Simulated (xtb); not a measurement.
HOZn (SMILES [OH][Zn]), doublet, geometry from GFN2-xTB (such geometries of metal compounds can be far from the true shape) (the spin is typed, not shown lowest).

Here is a job for xtb.
```
$ xtb mol.xyz --gfn 0 --uhf 1 --etemp 10 --json

# file mol.xyz
3

Zn    -0.28958372    -0.17587211    -0.27250456
O      0.94444494     0.48302783     0.89466334
H      1.13195202     1.41194083     1.01783020
```

### Question
What is the computed partial charges in atom order (GFN0-xTB run with xtb)?

### Answer
Zn1 -0.14, O2 -0.17, H3 0.31

### Question
What is the computed total energy (a free energy at this electronic temperature) (GFN0-xTB)?

### Answer
-4.5838 Eh
